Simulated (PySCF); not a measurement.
Bonds (- single, = double, # triple, : aromatic): O1=C2 1.170 Å, C2-F3 1.338 Å, C2-C4 1.551 Å, C4-F5 1.348 Å, C4-F6 1.348 Å, C4-C7 1.550 Å, C7=O8 1.170 Å, C7-F9 1.338 Å.

[PySCF 2.14: GFN2-xTB geometry; σ from GIAO-PBE0/pcSseg-1; one averaged value for each set of equivalent atoms; relativity neglected; single conformer; no solvent model]

δ = σ(ref) − σ, references computed at the same level: 13C (186.93 ppm) vs TMS; 17O (336.08 ppm) against H2O; 19F (170.95 ppm) vs CFCl3.

```tsv
atoms	nucleus	count	Hirshfeld charge	δ (ppm)
F3/F9	19F	2	-0.06	?
F5/F6	19F	2	-0.07	-131.8
O1/O8	17O	2	-0.18	469.5
C2/C7	13C	2	0.23	158.9
C4	13C	1	0.18	?
```

**Question.** Complete the table.

**Answer.** 
- C4: 112.5 ppm, fully substituted sp3 carbon bonded to 2 F, α to a carbonyl; 2 electronegative neighbours deshield it
- F3/F9: 34.7 ppm, fluorine bonded to C

Shifts are as computed. Against solution values, carbons near 30 ppm lie about +3 ppm off and those near 130 ppm about +5 ppm. Of 1211 compounds with measured shifts, 218 miss one by over three times the rms of a fit or turn the order of signals round; such compounds aren't used in these exercises. Unscaled 19F shifts against computed CFCl3 carry errors that often reach 10 to 50 ppm. Unscaled 17O shifts of doubly bonded oxygen tend to come out too high, by tens of ppm or more. Experimental scales use liquid or dissolved standards, which lie at an offset from isolated H2O (liquid H2O: subtract about 36 ppm).
